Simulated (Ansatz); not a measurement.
Geometry optimisation, RKS PBE/def2-SVP (Ansatz 0.2.0).

The input (input.yaml):

```yaml
crystal:
  periodic: [false, false, false]
  atoms:
    - { symbol: W, position_ang: [-0.490717, -0.147644, -0.601311] }
    - { symbol: Cl, position_ang: [1.209289, -0.070457, 2.566249] }
    - { symbol: H, position_ang: [1.67286, 0.166994, 1.329712] }
    - { symbol: H, position_ang: [0.138447, 1.414315, -0.370093] }
    - { symbol: F, position_ang: [-1.674844, 0.237313, 0.750315] }
    - { symbol: F, position_ang: [0.221089, -1.833672, -0.228485] }
    - { symbol: F, position_ang: [0.015177, 0.10315, -2.355088] }
basis:
  gaussian: { orbitals: def2-SVP }
hamiltonian:
  xc: pbe
relax:
  f_tol: 0.03
  max_steps: 50
```

Command:

```bash
$ ansatz run input.yaml --threads 2 --pin off --max-ram 3072MiB --backend cpu --events-out ev --progress --plain --runs-dir out
```

Where does it end, and by what steps?

The run converged. After 8 steps the energy has fallen by 0.085 eV; H3 moved furthest, 0.55 Å.

```json
{"step": "0", "energy less start (eV)": "0.0000", "largest force component (eV/Å)": "0.824", "accepted": "yes"}
{"step": "1", "energy less start (eV)": "-0.0196", "largest force component (eV/Å)": "1.095", "accepted": "yes"}
{"step": "2", "energy less start (eV)": "-0.0426", "largest force component (eV/Å)": "0.633", "accepted": "yes"}
{"step": "3", "energy less start (eV)": "-0.0630", "largest force component (eV/Å)": "0.562", "accepted": "yes"}
{"step": "4", "energy less start (eV)": "-0.0733", "largest force component (eV/Å)": "0.201", "accepted": "yes"}
{"step": "5", "energy less start (eV)": "-0.0808", "largest force component (eV/Å)": "0.182", "accepted": "yes"}
{"step": "6", "energy less start (eV)": "-0.0831", "largest force component (eV/Å)": "0.167", "accepted": "yes"}
{"step": "7", "energy less start (eV)": "-0.0846", "largest force component (eV/Å)": "0.050", "accepted": "yes"}
{"step": "8", "energy less start (eV)": "-0.0848", "largest force component (eV/Å)": "0.020", "accepted": "yes"}
```

```xyz
7
Properties=species:S:1:pos:R:3
W -0.463 -0.147 -0.535
Cl 1.579 0.026 2.461
H 1.150 0.080 1.192
H 0.189 1.393 -0.256
F -1.775 0.251 0.683
F 0.225 -1.853 -0.215
F 0.186 0.119 -2.238
```

Whether the end is a true minimum wasn't checked by a vibrational analysis.

The run took 22 s on 2 threads of Intel(R) Xeon(R) Platinum 8259CL CPU @ 2.50GHz (Skylake/Cascade Lake) (shared host), peak memory 0.17 GiB.
